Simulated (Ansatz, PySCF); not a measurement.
Molecule: C3H8BO, net charge 0, doublet state. It need not be the lowest isomer of its formula. 
Structure (B3LYP-D3(BJ)/def2-TZVP (Ansatz, a first-principles code) minimum search):
```xyz
13

B     -0.4122     0.1448    -0.0023
C     -1.4050     1.3324    -0.2456
C     -0.8755    -1.2903     0.4483
O      0.9249     0.4230    -0.2070
C      1.9421    -0.4492    -0.0553
H     -2.1435     1.0623    -1.0087
H     -0.9109     2.2543    -0.5536
H     -1.9865     1.5357     0.6605
H     -0.4142    -1.5777     1.3995
H     -0.5720    -2.0532    -0.2771
H     -1.9566    -1.3594     0.5696
H      1.7495    -1.4660     0.2511
H      2.9266    -0.0615    -0.2579
```
Charge 0, spin multiplicity 2.

Total electronic energies in hartree. Correlated levels leave the core frozen unless marked. UHF or UKS for open shells. No spin-orbit coupling. No relativistic terms. Basis-set limits of correlation are two-point, X^-3; Hartree-Fock from the larger set. [CCSD(T)-MP2]/basis is that difference in the basis named.

| level | program | energy (Eh) |
|---|---|---|
| HF/6-31G* | Ansatz | -217.81608 |
| HF/cc-pVQZ | Ansatz | -217.91611 |
| RI-HF/cc-pVQZ | Ansatz | -217.91603 |
| SVWN5/def2-TZVPD | Ansatz | -217.33394 |
| PBE/def2-TZVPD | Ansatz | -218.99259 |
| PBE-D3(BJ)/def2-TZVPD | Ansatz + dftd3 | -219.00098 |
| PBE-D4/def2-TZVPD | Ansatz + dftd4 | -219.00062 |
| revPBE-D4/def2-TZVPD | Ansatz + dftd4 | -219.24392 |
| B3LYP/def2-TZVPD | Ansatz | -219.30301 |
| BHLYP-D4/def2-TZVPD | Ansatz + dftd4 | -219.17428 |
| TPSSh-D4/def2-TZVPD | PySCF + dftd4 | -219.31627 |
| r2SCAN0-D4/def2-TZVPD | Ansatz + dftd4 | -219.14215 |
| LC-wPBE-D3(BJ)/def2-TZVPD | Ansatz + dftd3 | -219.15718 |
| LC-wPBE-D4/def2-TZVPD | Ansatz + dftd4 | -219.15840 |
| B2GP-PLYP/def2-TZVPD | Ansatz | ___ |
| MP2/6-31G* | Ansatz | -218.43711 |
| MP2/cc-pVDZ | Ansatz | -218.50571 |
| RI-MP2/cc-pVTZ | Ansatz | -218.73588 |
| SCS-MP2/STO-3G | Ansatz | -215.35158 |
| SCS-MP2/cc-pVDZ | Ansatz | -218.50107 |
| CCSD(T)/cc-pVDZ | Ansatz | -218.58645 |
| RI-MP2/CBS(cc-pVTZ,cc-pVQZ)+[CCSD(T)-MP2]/cc-pVDZ | Ansatz | -218.9290 |
| RI-MP2/CBS(cc-pVTZ,cc-pVQZ)+[CCSD(T)-MP2]/cc-pVTZ | Ansatz | -218.9309 |

Problem. Some entries are withheld; supply them.

Solution. 
- B2GP-PLYP/def2-TZVPD, energy (Eh): -219.04655
